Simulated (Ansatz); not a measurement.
WNCl₃⁺. The state is a doublet with charge 1. Geometry PBE0-D4/def2-SVP, that of the neutral singlet; atoms count from 1.

```xyz
5

W     0.005    0.000   -0.005
N     1.210    0.025   -1.134
Cl   -1.855    0.590   -1.154
Cl    0.654    1.520    1.544
Cl   -0.014   -2.135    0.749
```

In the def2 sets W takes a core potential; there is no spin–orbit coupling.

Estimate the Mulliken populations from the PBE0/def2-TZVP orbitals of Ansatz.


```
atom  charge (e)  spin (α − β)  d electrons
  W1        1.21         -0.07         3.87
  N2       -0.13          0.60            –
 Cl3       -0.04          0.12            –
 Cl4       -0.04          0.12            –
 Cl5        0.00          0.24            –
```
Mulliken values depend strongly on the basis.

Where does the spin sit?

Summed by element: W -0.07, N 0.60, Cl 0.47, of 1 unpaired in all. Largest on single atoms: N2 0.60, Cl5 0.24, Cl3 0.12.

And the Mayer bond orders between heavy atoms (over 0.3)?

W1–N2 2.35 (1.65 Å); W1–Cl3 1.29 (2.26 Å); W1–Cl4 1.29 (2.26 Å); W1–Cl5 1.28 (2.26 Å).
